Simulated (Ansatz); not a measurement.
Isolated molecules relaxed with PBE0-D4/def2-TZVP in Ansatz; ΔE leaves out vibrations. CCSD(T)/CBS adds triple-zeta CCSD(T) − MP2 to the extrapolated MP2 energy (def2 sets, frozen cores). Functionals use def2-TZVPP. B3LYP here is the variant with VWN-RPA as its local correlation; programs differ in this. For Br, Ge outer-core shells are correlated without core-valence functions, which leaves a few kJ/mol of doubt a bond. Scalar relativity is left out up to krypton. Each species was taken in one conformer, which may not be the lowest.

Consider the formal exchange of groups at a B–C bond: `C=C(Br)BC` + GeH₄ → `C[BH][GeH3]` + `C=CBr`.

```
             level  ΔE (kcal/mol)  difference from CCSD(T)/CBS
         r2SCAN-D4           11.2                          0.5
           PBE0-D4           10.6                         -0.1
        r2SCANh-D4           11.2                          0.5
           ωB97M-V           11.5                          0.8
               PBE            9.6                         -1.1
             B3LYP           10.3                         -0.4
     CCSD/def2-SVP           12.4                          1.7
     HF/def2-TZVPP           11.1                          0.4
SCS-MP2/def2-QZVPP           11.7                          1.0
     MP2/CBS(def2)           11.9                          1.2
       CCSD(T)/CBS           10.7                            0
```

Largest T1 diagnostic among the species: 0.012.

Leaving LDA and LC-ωPBE aside and taking each functional with its dispersion term where it has one, the values, not all of them listed here, spread over 2.2 kcal/mol, from PBE-D4 to B97M-V. LDA lies +2.3 kcal/mol from PBE without D4. From BLYP to BHLYP (50 % exact exchange), in def2-TZVPP and without D4, ΔE moves by +1.3 kcal/mol. At CCSD(T), def2-SVP lies +2.3 kcal/mol from the extrapolated value and def2-TZVPP +0.2 kcal/mol.
